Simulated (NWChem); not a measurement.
System: CHCuO; SMILES [CuH]<-[C-]#[O+]

Task: Give the equilibrium geometry at PBE0/def2-SVP (NWChem) as an XYZ file, with the point group.

Result: point group C*v; any orientation.
```
4

Cu    -0.0013    -0.7604     0.0000
H     -0.0191    -2.2916     0.0000
O     -0.0008     2.2189     0.0000
C      0.0046     1.0896     0.0000
```
